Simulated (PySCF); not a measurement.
**Correlation energy of Sr²⁵⁺ (strontium, charge +25)**

[Ne] 3s2 3p1, 2P determinant. All numbers are calculated (PySCF 2.14, no relativity, point nucleus, in an even-tempered Gaussian basis (16 s from 2.7 bohr⁻², ratio 2.5; 11 p from 3.5 bohr⁻², ratio 2.5; 5 d from 15 bohr⁻², ratio 2.7; 4 f from 23 bohr⁻², ratio 2.7)). Frozen: 1s2; 11 electrons correlated; the 17 highest virtual orbitals of each spin left out.

```csv
level,correlation energy (mhartree)
CCSD,-483.32
(T),-2.18
CCSD(T),-485.50
```

Diagnostics: T1 = 0.0017, D1 = 0.0074, largest double amplitude 0.086.

Q: Is a single reference adequate?

A: Mostly. T1 lies below 0.03, but a double amplitude of this size points to a near-degeneracy that CCSD handles and MP2 describes poorly.

At this charge a non-relativistic calculation is a model, useful for the Z dependence of the correlation energy.
